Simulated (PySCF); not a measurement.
Cl5Re, SMILES [Cl][Re+]([Cl])([Cl])([Cl])[Cl] (connectivity only; charge and spin as stated), charge +1, multiplicity 2.

Coordinates come from a B3LYP-D3(BJ)/def2-SVP optimisation. The spin state was assumed, not searched. The def2 effective core potentials stand for the cores of Re; spin–orbit coupling is left out.

All values below come from PBE/def2-TZVP (PySCF).

Isolated molecule, no solvent.

Computed frontier levels, dipole moment and polarisability:
| Quantity | Result |
|---|---|
| α spin, highest occupied and lowest empty level | -11.48 and -11.34 eV |
| β spin, highest occupied and lowest empty level | -12.45 and -11.09 eV |
| dipole moment about the centre of nuclear charge | 1.04 D |
| mean static polarisability | 116.5 bohr³ (17.26 Å³) |
| polarisability, principal values | 103.7, 112.6, 133.1 bohr³ |
| ⟨S²⟩ | 0.755 (pure state 0.75) |
